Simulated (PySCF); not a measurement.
A structure optimised at PBE0-D3(BJ)/def2-SVP, used in a PySCF frequency run:

```
C
H 1 1.1040
H 1 1.1044 2 107.00
C 1 1.4494 2 110.98 3 -121.24
C 4 1.2114 2 152.37 1 174.81
H 5 1.0740 3 161.98 1 -177.60
Si 1 1.8847 2 108.88 3 115.94
O 7 1.6539 1 111.24 2 -63.53
H 8 0.9617 7 118.25 1 72.29
H 7 1.4788 8 106.77 9 -165.71
Cl 7 2.0689 10 109.79 8 -119.35
```

Question: Write its SMILES and formula.

Answer: C#CC[Si@@H](O)Cl, C3H5ClOSi

Question: What are its rotational constants (standard atomic weights)?

Answer: 3.2011, 1.5927, 1.1461 GHz
